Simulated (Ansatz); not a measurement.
Input file for Ansatz (a quantum-chemistry and plane-wave program): R-B3LYP/def2-TZVPPD on CH4 (SMILES C). The basis file is the Basis Set Exchange's JSON of that set.

Ansatz 0.2 input:
```yaml
crystal:
  periodic: [false, false, false]
  atoms:
    - {symbol: C, position_ang: [0.00000000, 0.00000000, -0.00000000]}
    - {symbol: H, position_ang: [0.62892441, 0.62892441, 0.62892441]}
    - {symbol: H, position_ang: [-0.62892441, -0.62892441, 0.62892441]}
    - {symbol: H, position_ang: [0.62892442, -0.62892442, -0.62892441]}
    - {symbol: H, position_ang: [-0.62892442, 0.62892442, -0.62892441]}
basis:
  gaussian:
    orbitals: def2-TZVPPD.json
hamiltonian:
  xc: {name: B3LYP}
scf: {lower_state_search: off}
```

What total energy does the run end on?

-40.5392 hartree.
